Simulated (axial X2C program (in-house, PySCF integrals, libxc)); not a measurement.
What spin–orbit coupling does to LiSb⁺

Calculated with an in-house all-electron X2C program for linear molecules (integrals from PySCF). Spin-free means the one-electron spin-free X2C Hamiltonian; two-component (2c) means X2C with spin–orbit coupling and atomic mean-field two-electron Coulomb and Gaunt terms, so the difference of the two also holds small scalar two-electron terms. Basis: Sb dyall-cv3z [11s12p8d4f1g], Li dyall-cv3z [7s8p2d] (cores contracted in-house); Gaussian nuclei, density fitting, unrestricted open shells. Masses: Sb 120.904 u, Li 7.016 u.

Spin-free state: M_S = 3/2, Λ = 0 (beyond evenly filled blocks: σα, π+α, π-α); fragments Sb + Li+.

| level | Re (Å) | ωe (cm⁻¹) | De (eV) | μ (D) |
| --- | --- | --- | --- | --- |
| PBE0 | 2.918 | 226.1 | 0.559 | 9.71 |
| HF | 2.976 | 218.0 | 0.477 | 10.22 |
| MP2 | 2.967 | 216.8 | 0.463 | n/a |
| CCSD | 2.963 | 218.5 | 0.466 | n/a |
| CCSD(T) | 2.962 | 219.1 | 0.476 | n/a |
| PBE50 | 2.907 | 229.9 | 0.538 | 9.77 |

Correlated methods: 15 electrons correlated (number of frozen shells: Sb 4 s, 3 p, 1 d; Li 1 s), 233 virtual spin orbitals or spinors in MP2, 89 natural virtuals in coupled cluster.

Dipoles are positive if Li is the positive end and refer to the centre of mass.

Two-component determinant lowest at the distance of the search:

Ω = 3/2 (⟨Sz⟩ = 1.47, ⟨Lz⟩ = 0.03 at HF); fragments Sb + Li+.

| level | Re (Å) | ωe (cm⁻¹) | De (eV) | μ (D) |
| --- | --- | --- | --- | --- |
| PBE0 | 2.911 | 228.9 | 0.563 | 9.67 |
| HF | 2.971 | 220.1 | 0.481 | 10.19 |
| MP2 | 2.963 | 218.0 | 0.463 | n/a |
| CCSD | 2.956 | 221.2 | 0.476 | n/a |
| CCSD(T) | 2.956 | 221.5 | 0.478 | n/a |
| PBE50 | 2.900 | 233.2 | 0.543 | 9.73 |

(1) From the two tables, how do the constants change at the CCSD(T) level (2c against spin-free)?

One determinant describes the state; a PBE0 search over occupations chose it and may have missed a lower one. De is counted from the lowest determinant-based energies of the atoms at the same level, without counterpoise correction. Density functionals use the spin component along the axis (collinear). Coupled cluster ran in a truncated set of natural virtual spinors; the MP2 energy of the rest was added. (T) has no such correction and the atoms are truncated less, which lowers De at CCSD(T) by a hundredth of an eV or more. Other states lie close and PBE0, whose exact exchange favours high spin, may order them wrongly; the determinant shown need not be the ground state. The nearest other spin-free determinant of the search, M_S = 1/2, Λ = 1, lies 0.76 eV up at the distance of the search. With several unpaired electrons one determinant need not be a pure state. This is the top spin component of a Σ state; components of lower Ω are not single determinants and can lie lower.

Results:

(1) At the CCSD(T) level Re goes down by 0.006 Å and ωe goes up by 2.4 cm⁻¹; De changes by 0.002 eV.
